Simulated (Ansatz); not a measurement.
Consider the hydrogenolysis of a C–C bond: `CCCCCCCCO` + H₂ → `CCCCCCCO` + CH₄.

Program: Ansatz. Geometries: PBE0-D4/def2-TZVP. ΔE: electronic, gas phase. CBS: MP2 limit from def2 TZ/QZ plus the TZ coupled-cluster correction, frozen cores. This one scheme is used for every species. DFT in def2-TZVPP. B3LYP here is the variant with VWN-RPA as its local correlation; programs differ in this. Each species was taken in one conformer, which may not be the lowest.

```json
{"level": "PBE-D4", "ΔE (kJ/mol)": "-74.4", "difference from CCSD(T)/CBS": "1.0"}
{"level": "r2SCAN-D4", "ΔE (kJ/mol)": "-78.3", "difference from CCSD(T)/CBS": "-2.9"}
{"level": "PBE0-D4", "ΔE (kJ/mol)": "-77.5", "difference from CCSD(T)/CBS": "-2.1"}
{"level": "ωB97X-V", "ΔE (kJ/mol)": "-76.7", "difference from CCSD(T)/CBS": "-1.3"}
{"level": "ωB97M-V", "ΔE (kJ/mol)": "-76.8", "difference from CCSD(T)/CBS": "-1.4"}
{"level": "B2PLYP", "ΔE (kJ/mol)": "-84.5", "difference from CCSD(T)/CBS": "-9.1"}
{"level": "PBE", "ΔE (kJ/mol)": "-81.5", "difference from CCSD(T)/CBS": "-6.1"}
{"level": "r2SCAN", "ΔE (kJ/mol)": "-80.6", "difference from CCSD(T)/CBS": "-5.2"}
{"level": "B3LYP", "ΔE (kJ/mol)": "-90.4", "difference from CCSD(T)/CBS": "-15.0"}
{"level": "HF/def2-TZVPP", "ΔE (kJ/mol)": "-100.2", "difference from CCSD(T)/CBS": "-24.8"}
{"level": "MP2/def2-TZVPP", "ΔE (kJ/mol)": "-73.3", "difference from CCSD(T)/CBS": "2.1"}
{"level": "CCSD/def2-TZVPP", "ΔE (kJ/mol)": "-80.4", "difference from CCSD(T)/CBS": "-5.0"}
{"level": "HF/def2-QZVPP", "ΔE (kJ/mol)": "-100.1", "difference from CCSD(T)/CBS": "-24.7"}
{"level": "SCS-MP2/def2-QZVPP", "ΔE (kJ/mol)": "-77.1", "difference from CCSD(T)/CBS": "-1.7"}
{"level": "HF/CBS(def2)", "ΔE (kJ/mol)": "-100.1", "difference from CCSD(T)/CBS": "-24.7"}
{"level": "MP2/CBS(def2)", "ΔE (kJ/mol)": "-72.6", "difference from CCSD(T)/CBS": "2.8"}
{"level": "CCSD(T)/CBS", "ΔE (kJ/mol)": "-75.4", "difference from CCSD(T)/CBS": "0"}
```

Largest T1 diagnostic among the species: 0.009.

The D4 term adds +10.9 kJ/mol with B3LYP and +6.3 kJ/mol with PBE0; it sums over pairs of atoms, weighted by their polarisabilities, and B3LYP, whose exchange is more repulsive, gets the larger term. In def2-TZVPP, CCSD(T) changes the Hartree–Fock value by +24.2 kJ/mol (the triples alone add +4.4 kJ/mol) and MP2 by +26.9 kJ/mol.
